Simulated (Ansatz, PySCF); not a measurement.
Molecule: sum formula H$_{2}$BSeO, charge -1, multiplicity 1. It need not be the lowest isomer of its formula. Whether it binds its extra electron was not tested at this geometry. 
Coordinates optimised at B3LYP-D3(BJ)/def2-TZVP (Ansatz, a quantum-chemistry and plane-wave program):
```xyz
5

B     -0.6955     0.8446    -0.9691
H     -1.3448     0.1575    -1.7372
O     -0.5231     2.0848    -0.8630
Se     0.2366    -0.6293     0.3613
H      0.9630     0.3371     1.2024
```
Charge -1, spin multiplicity 1.

Total electronic energies in hartree. Correlated levels leave the core frozen unless marked. No spin-orbit coupling. Frozen are the shells of the preceding noble gas and the d and f shells that filled before the atom's block. Non-relativistic. Basis-set limits of correlation are two-point, X^-3; Hartree-Fock from the larger set. [CCSD(T)-MP2]/basis is that difference in the basis named.

```
level                                                                 program  energy (Eh)
-------------------------------------------------------------  --------------  -----------
HF/cc-pVQZ                                                             Ansatz  -2500.73483
PBE-D4/def2-TZVPD                                              Ansatz + dftd4  -2502.51029
revPBE/def2-TZVPD                                                      Ansatz  -2502.75896
BP86/def2-TZVPD                                                         PySCF  -2503.26555
LC-wPBE/def2-TZVPD                                                     Ansatz  -2502.58691
MP2/STO-3G                                                             Ansatz  -2472.98719
RI-MP2/cc-pVQZ                                                         Ansatz  -2501.28833
SCS-MP2/aug-cc-pVDZ                                                    Ansatz  -2501.04680
RI-MP2/CBS(aug-cc-pVTZ,aug-cc-pVQZ)+[CCSD(T)-MP2]/aug-cc-pVTZ          Ansatz   -2501.3661
```

Totals of different functionals don't rank their quality; only differences between species are comparable.
